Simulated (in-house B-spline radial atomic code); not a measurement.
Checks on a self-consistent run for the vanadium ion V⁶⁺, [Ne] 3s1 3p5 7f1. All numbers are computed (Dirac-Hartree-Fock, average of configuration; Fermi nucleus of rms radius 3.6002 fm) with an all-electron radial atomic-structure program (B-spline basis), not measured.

| orbital | q | ε (Eh) | <1/r> | <r²> | small-component weight |
| --- | --- | --- | --- | --- | --- |
| 1s1/2 | 2 | -208.09227 | 22.846 | 0.00592819 | 0.0068055 |
| 2s1/2 | 2 | -29.21943 | 4.85205 | 0.110176 | 0.0012212 |
| 2p1/2 | 2 | -25.33194 | 4.76456 | 0.0899675 | 0.0011885 |
| 2p3/2 | 4 | -25.06462 | 4.70042 | 0.0916006 | 0.0011758 |
| 3s1/2 | 1 | -7.59527 | 1.61917 | 0.862251 | 0.00029987 |
| 3p1/2 | 1.6667 | -6.28290 | 1.52314 | 0.924167 | 0.00027251 |
| 3p3/2 | 3.3333 | -6.24194 | 1.51053 | 0.934884 | 0.0002703 |
| 7f5/2 | 0.42857 | -0.51210 | 0.150674 | 99.391 | 1.4872e-05 |
| 7f7/2 | 0.57143 | -0.51208 | 0.150655 | 99.3984 | 1.487e-05 |

Electron-electron repulsion V_ee = 266.6351 hartree.

Problem. What total energy follows from the eigenvalues?

Solution. The eigenvalues count the repulsion twice, so E = Σqε - V_ee = -664.931 - 266.635 = -931.566 hartree; the run printed -931.566.

Problem. Does the Dirac virial theorem hold?

Solution. For a point nucleus E = -2c²Σq·w, with w the small-component weight. Here Σq·w = 0.024803 and c = 137.0360, so the ratio E/(-2c²Σq·w) is 1.000005; the finite nucleus accounts for the departure from 1.

Problem. What diamagnetic shielding (Lamb formula) and susceptibility (Langevin formula) do the radii give?

Solution. σ = (α²/3)Σq<1/r> = 93.0704/(3·137.036²) = 1652 ppm, and χ = -0.79199×10⁻⁶·Σq<r²> = -83.71×10⁻⁶ cm³/mol with Σq<r²> = 105.69 bohr². Both are non-relativistic formulas without the paramagnetism of open shells.
